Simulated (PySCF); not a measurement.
These compounds are isomers of formula C9H9FO.

A. SMILES CC(=O)c1cccc(CF)c1
B. SMILES CC1=C(C)C=CC=C1C(=O)F
C. SMILES C=Cc1c(O)cccc1CF
D. `CO[C@]1(F)Cc2ccccc21`

Spectrum 1. $^{1}$H NMR (500 MHz, computed): δ 8.49 (m, 1H), 7.77 (d, 1H), 7.54 (m, 1H), 2.85 (s, 3H), 2.57 (s, 3H). $^{13}$C{$^{1}$H} NMR (computed): δ 165.4 (C), 152.4 (C), 143.2 (CH), 142.5 (C), 139.2 (CH), 131.2 (CH), 126.5 (C), 24.2 (CH3), 21.0 (CH3).

Spectrum 2. $^{1}$H NMR (500 MHz, computed): δ 8.35 (m, 1H), 8.06 (m, 1H), 7.97 (m, 1H), 7.83 (m, 1H), 6.03 (m, 2H), 2.67 (s, 3H). $^{13}$C{$^{1}$H} NMR (computed): δ 200.2 (C), 145.5 (C), 139.9 (C), 134.2 (CH), 133.7 (CH), 132.8 (CH), 129.2 (CH), 86.7 (CH2), 28.7 (CH3).

Spectrum 3. $^{1}$H NMR (500 MHz, computed): δ 7.73 (m, 1H), 7.63 (m, 1H), 7.59 (m, 1H), 7.59 (m, 1H), 3.86 (s, 3H), 3.80 (m, 1H), 3.65 (m, 1H). $^{13}$C{$^{1}$H} NMR (computed): δ 150.6 (C), 147.9 (C), 136.1 (CH), 132.1 (CH), 128.8 (CH), 127.4 (CH), 118.9 (C), 54.7 (CH3), 49.5 (CH2).

Spectrum 4. $^{1}$H NMR (500 MHz, computed): δ 7.64 (m, 1H), 7.39 (m, 1H), 7.26 (d, 1H), 6.75 (m, 1H), 6.12 (br s, 1H), 5.90 (m, 1H), 5.77 (m, 1H), 5.77 (m, 2H). $^{13}$C{$^{1}$H} NMR (computed): δ 159.8 (C), 142.5 (C), 141.6 (CH), 135.7 (CH), 125.0 (CH2), 121.9 (C), 119.6 (CH), 118.9 (CH), 86.1 (CH2).

[PySCF 2.14.0 with density-fitted response routines: coordinates at the GFN2-xTB level; PBE0/pcSseg-1 with gauge-including orbitals; a single conformation; no solvent; no relativistic terms; equivalent nuclei averaged]

Scale: TMS for $^{1}$H (σ = 31.72 ppm), $^{13}$C (σ = 186.93 ppm) (reference shieldings calculated alike). Splittings of carbon signals by F and P are missing where no couplings were computed. Where no couplings were computed, multiplicities follow the n + 1 count of equivalent neighbours, and m marks all less simple cases (inequivalent or close neighbours, rings, F or P nearby). Shifts are as computed. Against solution values, carbons near 30 ppm lie about +3 ppm off and those near 130 ppm about +5 ppm. Of 1211 compounds with measured shifts, 218 miss one by over three times the rms of a fit or turn the order of signals round; such compounds aren't used in these exercises. OH and NH positions are gas-phase values without hydrogen bonding to other molecules.

Which spectrum belongs to which compound?

## Answers

1–B, 2–A, 3–D, 4–C.

- Spectrum 1 (B): 9 $^{13}$C signals; δC 139.2 is an aromatic CH; δC 131.2 is an aromatic CH.
- Spectrum 2 (A): 9 $^{13}$C signals; δC 200.2 is a ketone carbonyl carbon; δC 134.2 is an aromatic CH.
- Spectrum 3 (D): 9 $^{13}$C signals; δC 136.1 is an aromatic CH; δC 132.1 is an aromatic CH.
- Spectrum 4 (C): 9 $^{13}$C signals; δC 159.8 is an aromatic carbon bearing oxygen; δC 141.6 is an alkene CH.
